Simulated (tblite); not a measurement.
Compound: C₈H₁₂BN.
SMILES with atom numbers: `[CH2:1]=[CH:2][CH2:3][C:4]#[C:5][BH:6][N:7]1[CH2:8][CH2:9][CH2:10]1` (hydrogens: H11, H12 on C1; H13 on C2; H14, H15 on C3; H16 on B6; H17, H18 on C8; H19, H20 on C9; H21, H22 on C10)

Computed with GFN2-xTB (tblite), gas phase: L-BFGS steps from a force-field or distance-geometry start until the largest atomic force falls under 0.01 eV/Å.

Step 83: E = -743.5923 eV
```
atom  x, y, z in Å  |  force x, y, z in eV/Å
C1      3.2182    0.3451   -2.7348   -0.025  -0.066  -0.010
C2      2.9340   -0.8448   -2.2380   -0.017   0.020   0.012
C3      3.0828   -1.2120   -0.7858   -0.049   0.002  -0.058
C4      1.8990   -0.7354   -0.0859   -0.104   0.105   0.033
C5      0.8933   -0.2907    0.4127    0.115  -0.051  -0.019
B6     -0.2096    0.3444    1.2328    0.017  -0.008   0.075
N7     -1.5372    0.3102    0.8744   -0.069   0.079   0.065
C8     -2.7231    0.8809    1.5003    0.043   0.111   0.040
C9     -3.5000    0.6715    0.1951   -0.018   0.018   0.016
C10    -2.3044   -0.1716   -0.2629   -0.041  -0.089  -0.041
H11     3.0338    0.5840   -3.7687    0.044  -0.007  -0.016
H12     3.6325    1.1366   -2.1328    0.023  -0.022   0.042
H13     2.4948   -1.6083   -2.8663   -0.005   0.005  -0.028
H14     3.1581   -2.2948   -0.6634    0.026  -0.047  -0.026
H15     3.9738   -0.7507   -0.3497   -0.030   0.062  -0.009
H16     0.0804    0.9073    2.2241   -0.030  -0.002   0.053
H17    -3.0855    0.2693    2.3329   -0.013  -0.017  -0.004
H18    -2.6024    1.9079    1.8520    0.002   0.009  -0.040
H19    -4.4629    0.1701    0.2727    0.069  -0.018   0.000
H20    -3.6141    1.5858   -0.3830   -0.023   0.005   0.024
H21    -1.8772    0.0604   -1.2384    0.051   0.001  -0.022
H22    -2.4944   -1.2458   -0.1938    0.036  -0.090  -0.088
```

Step 84: E = -743.5945 eV
```
atom  x, y, z in Å  |  force x, y, z in eV/Å
C1      3.2187    0.3420   -2.7376   -0.008   0.006  -0.003
C2      2.9276   -0.8443   -2.2376   -0.004  -0.022  -0.016
C3      3.0789   -1.2125   -0.7864   -0.029  -0.024   0.018
C4      1.9004   -0.7254   -0.0810   -0.003   0.071  -0.020
C5      0.8993   -0.2745    0.4204    0.060  -0.056   0.009
B6     -0.2088    0.3492    1.2425   -0.021   0.011   0.028
N7     -1.5357    0.3108    0.8769   -0.043   0.033   0.070
C8     -2.7241    0.8768    1.5021    0.022   0.095   0.010
C9     -3.4978    0.6668    0.1946   -0.026   0.032  -0.016
C10    -2.2985   -0.1714   -0.2654   -0.012  -0.053  -0.031
H11     3.0326    0.5805   -3.7718    0.051  -0.012   0.001
H12     3.6386    1.1335   -2.1374    0.004  -0.046   0.021
H13     2.4888   -1.6060   -2.8692   -0.015   0.005   0.001
H14     3.1392   -2.2999   -0.6641    0.046   0.068  -0.032
H15     3.9796   -0.7578   -0.3533   -0.134  -0.006  -0.050
H16     0.0757    0.9134    2.2342   -0.036  -0.008   0.060
H17    -3.0902    0.2690    2.3367    0.009  -0.035  -0.031
H18    -2.6040    1.9030    1.8532   -0.004   0.046  -0.038
H19    -4.4601    0.1644    0.2647    0.061  -0.048   0.029
H20    -3.6180    1.5819   -0.3827    0.011  -0.005   0.037
H21    -1.8709    0.0681   -1.2404    0.041  -0.001   0.023
H22    -2.4817   -1.2482   -0.2048    0.031  -0.050  -0.069
```

Step 85: E = -743.5965 eV
```
atom  x, y, z in Å  |  force x, y, z in eV/Å
C1      3.2204    0.3414   -2.7384    0.012   0.065   0.015
C2      2.9266   -0.8433   -2.2386    0.000  -0.066  -0.031
C3      3.0758   -1.2108   -0.7875   -0.044   0.020  -0.012
C4      1.8975   -0.7301   -0.0805    0.024   0.058  -0.048
C5      0.8995   -0.2795    0.4246   -0.046  -0.023   0.064
B6     -0.2116    0.3405    1.2465    0.008   0.028   0.009
N7     -1.5371    0.3077    0.8751   -0.005  -0.021   0.063
C8     -2.7198    0.8807    1.5020   -0.021   0.070  -0.003
C9     -3.4967    0.6679    0.1965   -0.038   0.026  -0.025
C10    -2.3026   -0.1756   -0.2666    0.021  -0.018   0.021
H11     3.0420    0.5820   -3.7725    0.037  -0.019  -0.031
H12     3.6365    1.1328   -2.1359    0.009  -0.032   0.032
H13     2.4957   -1.6050   -2.8746   -0.036  -0.019   0.005
H14     3.1432   -2.2949   -0.6626    0.054  -0.009  -0.035
H15     3.9698   -0.7476   -0.3557   -0.057   0.008  -0.020
H16     0.0697    0.9074    2.2385   -0.037  -0.024   0.049
H17    -3.0901    0.2814    2.3424    0.034  -0.030  -0.061
H18    -2.5904    1.9075    1.8466   -0.019   0.063  -0.037
H19    -4.4576    0.1662    0.2679    0.008  -0.064   0.050
H20    -3.6189    1.5811   -0.3825    0.021   0.003   0.027
H21    -1.8794    0.0626   -1.2432    0.066   0.018   0.014
H22    -2.4831   -1.2531   -0.2081    0.008  -0.035  -0.046
```

Step 86: E = -743.5984 eV
```
atom  x, y, z in Å  |  force x, y, z in eV/Å
C1      3.2203    0.3402   -2.7385    0.008   0.048   0.001
C2      2.9242   -0.8442   -2.2387    0.007  -0.047  -0.045
C3      3.0732   -1.2117   -0.7878   -0.038   0.024  -0.020
C4      1.8974   -0.7253   -0.0806   -0.001   0.046  -0.030
C5      0.9009   -0.2728    0.4262   -0.036  -0.036   0.063
B6     -0.2124    0.3426    1.2491    0.001   0.033   0.001
N7     -1.5377    0.3088    0.8766    0.031  -0.058   0.012
C8     -2.7197    0.8825    1.5028   -0.040  -0.004  -0.016
C9     -3.4962    0.6663    0.1975   -0.004   0.003  -0.036
C10    -2.3009   -0.1761   -0.2679    0.046   0.035   0.043
H11     3.0444    0.5813   -3.7732    0.034  -0.022  -0.019
H12     3.6373    1.1299   -2.1354    0.017  -0.015   0.041
H13     2.4924   -1.6041   -2.8758   -0.039  -0.030   0.005
H14     3.1395   -2.2961   -0.6640    0.040   0.001  -0.025
H15     3.9685   -0.7505   -0.3570   -0.050   0.010  -0.019
H16     0.0621    0.9082    2.2433   -0.019  -0.020   0.054
H17    -3.0897    0.2815    2.3429    0.039  -0.003  -0.065
H18    -2.5885    1.9089    1.8454   -0.029   0.080  -0.027
H19    -4.4536    0.1596    0.2686   -0.023  -0.055   0.055
H20    -3.6188    1.5792   -0.3808    0.004   0.008   0.011
H21    -1.8771    0.0663   -1.2445    0.054   0.018   0.047
H22    -2.4759   -1.2551   -0.2146   -0.002  -0.013  -0.029
```

**Question.** Estimate the geometry and energy of step 87. (The exact step hangs on the optimiser's Hessian estimate; all steps are aligned on step 86, rigid shifts and turns removed.)

**Answer.** E = -743.6012 eV, largest force 0.149 eV/Å
```
atom  x, y, z in Å  |  force x, y, z in eV/Å
C1      3.2199    0.3385   -2.7390    0.018   0.014  -0.009
C2      2.9207   -0.8459   -2.2403    0.005   0.001  -0.056
C3      3.0676   -1.2119   -0.7890   -0.021   0.020  -0.034
C4      1.8961   -0.7165   -0.0806    0.065  -0.027  -0.054
C5      0.9032   -0.2650    0.4325   -0.109   0.000   0.102
B6     -0.2138    0.3462    1.2548    0.008   0.031   0.002
N7     -1.5381    0.3085    0.8797    0.051  -0.068  -0.029
C8     -2.7201    0.8849    1.5037   -0.036  -0.080  -0.048
C9     -3.4953    0.6632    0.1980    0.036  -0.037  -0.026
C10    -2.2971   -0.1763   -0.2687    0.063   0.067   0.047
H11     3.0492    0.5785   -3.7751    0.030  -0.014  -0.006
H12     3.6404    1.1247   -2.1344    0.015  -0.001   0.038
H13     2.4869   -1.6029   -2.8786   -0.044  -0.048   0.004
H14     3.1339   -2.2969   -0.6673    0.007   0.017  -0.004
H15     3.9662   -0.7549   -0.3613   -0.040   0.020  -0.010
H16     0.0493    0.9110    2.2527    0.007  -0.022   0.047
H17    -3.0895    0.2808    2.3422    0.036   0.034  -0.049
H18    -2.5873    1.9123    1.8421   -0.045   0.063  -0.016
H19    -4.4479    0.1490    0.2701   -0.050  -0.032   0.050
H20    -3.6175    1.5758   -0.3788   -0.030   0.019  -0.019
H21    -1.8725    0.0740   -1.2443    0.047   0.014   0.077
H22    -2.4648   -1.2579   -0.2250   -0.012   0.028  -0.007
```

The energy changes by -0.0027 eV. The first-order estimate −F·Δx gives -0.0039 eV and the mean of the old and new forces, exact on a quadratic surface, -0.0027 eV. The step makes an angle of 67° with the force vector and moves no atom by more than 0.016 Å.

The cost below is that of the whole relaxation. Hardware: an Arm Neoverse V1 with one thread, shared host. Cost: 1.5 s of wall time.
